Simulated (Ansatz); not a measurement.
Species: H₃Ga, SMILES `[GaH3]` (charge 0, multiplicity 1).

**Question.** Give a relaxed geometry from B3LYP-D3(BJ)/def2-TZVP in Ansatz (a program for electronic structure).

**Answer.** the end point of this relaxation (outside a Z-matrix the atoms follow the SMILES, hydrogens last).
Cartesian coordinates (Å) in one orientation:
```xyz
4

Ga     0.000     0.000     0.000
H      1.567    -0.072     0.015
H     -0.846    -1.321    -0.022
H     -0.721     1.394     0.007
```
